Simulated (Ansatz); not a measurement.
Frontier orbitals of C3H7Cl3Si, SMILES `CC(C)[Si](Cl)(Cl)Cl`.

Z-matrix (Å, degrees):
```
C
C 1 1.527
H 1 1.092 2 112.2
H 1 1.094 2 110.0 3 120.1
H 1 1.093 2 111.1 3 -121.0
C 2 1.527 1 111.8 3 -177.8
Si 2 1.862 1 111.4 3 56.8
H 2 1.098 1 108.9 3 -57.4
H 6 1.093 2 111.1 1 -61.3
H 6 1.094 2 110.0 1 57.7
H 6 1.092 2 112.2 1 177.8
Cl 7 2.041 2 110.9 1 -177.1
Cl 7 2.042 2 110.8 1 62.8
Cl 7 2.041 2 110.9 1 -57.3
```

The species carries charge 0 and has multiplicity 1. Geometry: relaxed with PBE0-D4/def2-TZVP. It is one conformer, not always the lowest. Basis def2-TZVPP, Ansatz.

```
functional  HOMO (eV)  LUMO (eV)  gap (eV)
       PBE      -7.37      -0.72      6.65
      BLYP      -7.26      -0.60      6.66
    B97M-V      -7.77      -0.24      7.53
      PBE0      -8.65       0.31      8.96
     B3LYP      -8.46       0.05      8.51
   r2SCANh      -8.13       0.04      8.17
   LC-ωPBE     -11.32       2.70     14.02
   ωB97M-V     -10.82       2.25     13.07
```

What is the vertical ionisation energy at frozen-core CCSD(T)/CBS(def2)? (Estimate.)

The calculation gave: 10.92 eV (T1 of the cation 0.019).

From PBE to PBE0 the HOMO moves by −1.28 eV and the LUMO by +1.02 eV, and with ωB97M-V by −3.46 and +2.97 eV, so the gap grows from 6.65 to 13.08 eV with exact exchange. A positive LUMO is unbound and depends on the basis. −ε(HOMO) differs from that ionisation energy by −3.55 eV with PBE and −0.10 eV with ωB97M-V.

B3LYP here is the variant with VWN-RPA as its local correlation; programs differ in this. LC-ωPBE has ω = 0.4 bohr⁻¹.
